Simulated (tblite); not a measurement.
Record of a relaxation.

Species: C4H11ClSeSi2.
Numbering: `[CH2:1]=[C:2]([CH3:3])[SiH2:4][CH2:5][Se:6][SiH2:7][Cl:8]` (hydrogens: H9, H10 on C1; H11, H12, H13 on C3; H14, H15 on Si4; H16, H17 on C5; H18, H19 on Si7)

Computed with GFN2-xTB (tblite), gas phase: L-BFGS steps from a force-field or distance-geometry start until the largest atomic force falls under 0.01 eV/Å. 6 of its 158 geometries are shown.

Step 0: E = -690.2866 eV, largest atomic force 2.040 eV/Å
```
atom  x, y, z in Å  |  force x, y, z in eV/Å
C1     -1.804   -1.607   -0.614    0.020   0.093   0.032
C2     -2.026   -0.406   -0.091   -0.393  -0.291  -0.163
C3     -3.366    0.243   -0.152   -0.710   0.161  -0.421
Si4    -0.667    0.516    0.768   -0.684   0.876   1.467
C5      0.908    0.570   -0.195    0.923  -0.242  -1.803
Se6     2.309    1.014    1.075    0.431   0.256   0.389
Si7     4.238   -0.029    0.425    0.593   0.912   0.174
Cl8     5.628    1.527    0.062   -0.689  -1.003   0.161
H9     -0.810   -2.025   -0.525   -0.223  -0.236  -0.191
H10    -2.571   -2.187   -1.121    0.273   0.098   0.148
H11    -3.948   -0.310   -0.931    0.130   0.784   0.612
H12    -3.922    0.186    0.809    0.493  -0.082  -0.547
H13    -3.273    1.333   -0.391   -0.163  -1.017   0.016
H14    -0.354   -0.039    2.099   -0.125  -0.097  -0.102
H15    -1.076    1.934    0.998    0.060  -0.314  -0.089
H16     0.861    1.350   -1.000    0.246  -0.630   0.608
H17     1.173   -0.399   -0.669   -0.131   0.558   0.214
H18     4.720   -0.855    1.551   -0.082   0.245  -0.303
H19     3.971   -0.807   -0.764    0.030  -0.072  -0.200
```

Step 31: E = -690.6556 eV, largest atomic force 0.138 eV/Å
```
atom  x, y, z in Å  |  force x, y, z in eV/Å
C1     -1.788   -1.584   -0.676    0.000  -0.006  -0.004
C2     -2.012   -0.392   -0.139    0.021  -0.017   0.030
C3     -3.380    0.221   -0.194    0.026   0.009  -0.010
Si4    -0.693    0.546    0.846   -0.033   0.059   0.064
C5      1.000    0.531   -0.045   -0.126  -0.036  -0.044
Se6     2.398    1.252    1.152    0.049  -0.038   0.007
Si7     4.211    0.095    0.382   -0.056  -0.063   0.001
Cl8     5.741    1.304   -0.084    0.022   0.053  -0.001
H9     -0.821   -2.059   -0.640   -0.008  -0.002  -0.004
H10    -2.572   -2.139   -1.168    0.038  -0.023  -0.058
H11    -4.031   -0.330   -0.871    0.011   0.013   0.036
H12    -3.828    0.219    0.799    0.039   0.017  -0.023
H13    -3.318    1.255   -0.526   -0.019  -0.005   0.006
H14    -0.531   -0.096    2.160    0.007   0.039  -0.037
H15    -1.116    1.946    0.998    0.035  -0.016   0.018
H16     0.990    1.166   -0.931    0.019  -0.066   0.002
H17     1.297   -0.475   -0.334    0.019   0.037   0.031
H18     4.668   -0.831    1.417   -0.049   0.036  -0.024
H19     3.776   -0.619   -0.815    0.006   0.010   0.009
```

Step 63: E = -690.7056 eV, largest atomic force 0.131 eV/Å
```
atom  x, y, z in Å  |  force x, y, z in eV/Å
C1     -1.639   -1.433   -0.819   -0.010   0.027  -0.019
C2     -1.973   -0.344   -0.136    0.007  -0.016   0.004
C3     -3.362    0.220   -0.186    0.072  -0.023   0.036
Si4    -0.744    0.572    0.980   -0.044  -0.036  -0.098
C5      0.973    0.258    0.216    0.033   0.088   0.091
Se6     2.385    1.389    1.019   -0.086   0.006  -0.036
Si7     4.124    0.183    0.200    0.022   0.019   0.017
Cl8     5.740    1.343   -0.063   -0.005   0.020   0.014
H9     -0.634   -1.825   -0.809   -0.086  -0.010   0.012
H10    -2.348   -1.976   -1.429    0.019   0.048   0.028
H11    -4.061   -0.469   -0.657    0.019   0.032  -0.034
H12    -3.709    0.448    0.819   -0.022  -0.013   0.009
H13    -3.347    1.155   -0.746   -0.051  -0.045   0.007
H14    -0.798    0.023    2.338    0.030  -0.001   0.060
H15    -1.039    2.007    1.004    0.016   0.037  -0.020
H16     0.964    0.480   -0.848    0.055  -0.017  -0.062
H17     1.290   -0.770    0.361    0.007  -0.064   0.008
H18     4.450   -0.860    1.167    0.019  -0.064  -0.012
H19     3.721   -0.393   -1.080    0.004   0.011  -0.006
```

Step 94: E = -690.7543 eV, largest atomic force 0.088 eV/Å
```
atom  x, y, z in Å  |  force x, y, z in eV/Å
C1     -1.728   -1.416   -0.897   -0.001  -0.028   0.022
C2     -2.006   -0.337   -0.176    0.018   0.020   0.041
C3     -3.400    0.206   -0.102    0.017   0.012  -0.001
Si4    -0.723    0.613    0.838    0.036   0.001   0.006
C5      1.032    0.048    0.348   -0.009  -0.002  -0.010
Se6     2.354    1.363    0.986   -0.019   0.003  -0.033
Si7     4.154    0.285    0.135    0.008  -0.081   0.034
Cl8     5.763    1.468    0.308    0.010   0.006   0.007
H9     -0.731   -1.815   -0.976    0.007   0.000   0.023
H10    -2.492   -1.956   -1.438   -0.002   0.019  -0.036
H11    -4.100   -0.421   -0.650   -0.009   0.021   0.022
H12    -3.721    0.283    0.935    0.001  -0.036  -0.006
H13    -3.423    1.211   -0.521   -0.020  -0.018  -0.009
H14    -0.886    0.352    2.277   -0.031   0.005  -0.032
H15    -0.848    2.052    0.581   -0.010   0.014  -0.017
H16     1.162   -0.032   -0.729   -0.019   0.039  -0.035
H17     1.291   -0.909    0.794    0.009  -0.026   0.036
H18     4.364   -0.948    0.894    0.025   0.012  -0.024
H19     3.927   -0.038   -1.273   -0.012   0.037   0.013
```

Step 126: E = -690.7632 eV, largest atomic force 0.033 eV/Å
```
atom  x, y, z in Å  |  force x, y, z in eV/Å
C1     -1.754   -1.434   -0.868    0.006  -0.011   0.008
C2     -2.023   -0.341   -0.165   -0.009   0.001  -0.027
C3     -3.422    0.182   -0.059   -0.003   0.003   0.008
Si4    -0.717    0.664    0.763   -0.010   0.004  -0.009
C5      1.027    0.051    0.285    0.005   0.007  -0.010
Se6     2.368    1.295    1.022    0.002  -0.020  -0.001
Si7     4.198    0.258    0.175   -0.022   0.020  -0.013
Cl8     5.785    1.446    0.488    0.007  -0.003   0.008
H9     -0.756   -1.829   -0.958    0.021   0.006   0.008
H10    -2.523   -1.989   -1.384   -0.010   0.008  -0.004
H11    -4.118   -0.404   -0.658    0.028   0.009   0.005
H12    -3.751    0.158    0.978    0.012   0.008   0.015
H13    -3.458    1.219   -0.387   -0.014  -0.023   0.000
H14    -0.880    0.518    2.216   -0.003  -0.009  -0.003
H15    -0.836    2.081    0.396    0.006   0.004  -0.012
H16     1.177    0.027   -0.793   -0.011  -0.002   0.031
H17     1.242   -0.934    0.694    0.007   0.016  -0.010
H18     4.417   -1.021    0.848   -0.013  -0.005  -0.017
H19     4.013    0.063   -1.262    0.001  -0.012   0.023
```

Step 157: E = -690.7711 eV, largest atomic force 0.009 eV/Å
```
atom  x, y, z in Å  |  force x, y, z in eV/Å
C1     -1.696   -1.408   -0.879    0.001  -0.004   0.001
C2     -2.002   -0.329   -0.170   -0.005  -0.001   0.000
C3     -3.426    0.098    0.010   -0.002  -0.001   0.001
Si4    -0.721    0.772    0.678    0.000  -0.008  -0.001
C5      1.020    0.099    0.292    0.002  -0.003  -0.001
Se6     2.384    1.244    1.133    0.001   0.008  -0.004
Si7     4.166    0.221    0.177   -0.001   0.000   0.004
Cl8     5.825    1.220    0.703    0.001  -0.005   0.004
H9     -0.679   -1.733   -1.021    0.002   0.002   0.000
H10    -2.453   -2.018   -1.351   -0.001   0.002  -0.001
H11    -4.112   -0.569   -0.507   -0.004  -0.002   0.000
H12    -3.679    0.112    1.069    0.001   0.003   0.000
H13    -3.562    1.109   -0.370   -0.003   0.003   0.002
H14    -0.924    0.765    2.133    0.003   0.000  -0.001
H15    -0.817    2.146    0.167   -0.001   0.002  -0.001
H16     1.225    0.095   -0.776    0.000   0.001  -0.004
H17     1.165   -0.908    0.681    0.007  -0.001  -0.001
H18     4.262   -1.162    0.639   -0.003   0.005   0.000
H19     4.013    0.256   -1.276    0.002   0.000  -0.001
```

Q: Summarise the path.

A: The energy falls by 46.74 kJ/mol from step 0 to step 157; nine tenths of that is first reached at step 75. It rises by more than 0.2 meV at step 62. The largest force goes from 2.040 to 0.009 eV/Å. Among the bonds Si7–Cl8 changes most, from 2.118 to 2.007 Å; the atoms move by 0.747 Å rms after alignment.

Q: Follow the three bonds and two angles with the largest change from start to end.

A: 
```csv
step,E above end (kJ/mol),largest force (eV/Å),Si7–Cl8 (Å),Si4–C5 (Å),C2–Si4 (Å),C5–Se6–Si7 (°),C2–C3–H11 (°)
0,46.74,2.040,2.118,1.847,1.853,108.6,106.3
7,18.95,0.204,2.009,1.910,1.888,106.7,111.7
14,15.15,0.205,2.007,1.910,1.886,103.8,112.4
20,13.21,0.151,2.008,1.917,1.899,102.8,111.5
27,11.66,0.087,2.012,1.912,1.894,101.2,111.4
34,10.66,0.141,2.011,1.908,1.896,98.9,111.1
41,9.49,0.097,2.004,1.908,1.899,97.5,111.5
48,8.57,0.082,2.005,1.905,1.891,96.8,111.7
55,7.78,0.079,2.007,1.904,1.891,95.3,111.4
61,6.62,0.102,2.006,1.906,1.893,95.5,111.5
68,5.58,0.084,2.008,1.911,1.894,95.9,112.0
75,4.62,0.057,2.006,1.910,1.894,95.5,111.1
82,3.76,0.066,2.005,1.909,1.894,95.4,111.0
89,2.24,0.106,2.007,1.907,1.892,95.4,111.0
96,1.44,0.062,2.008,1.909,1.891,95.5,111.5
102,1.18,0.041,2.005,1.907,1.889,95.9,111.8
109,1.03,0.032,2.006,1.907,1.890,96.6,111.7
116,0.90,0.024,2.007,1.907,1.889,97.0,111.6
123,0.80,0.026,2.008,1.909,1.891,97.2,111.6
130,0.58,0.077,2.009,1.909,1.891,96.8,111.4
137,0.20,0.046,2.008,1.907,1.890,95.6,111.5
143,0.10,0.021,2.005,1.907,1.890,95.7,111.7
150,0.03,0.015,2.007,1.906,1.890,95.7,111.5
157,0.00,0.009,2.007,1.906,1.890,95.9,111.6
```

The cost below is that of the whole relaxation. The run took 3.4 s wall on one thread, Arm Neoverse N1 (aarch64), shared host.
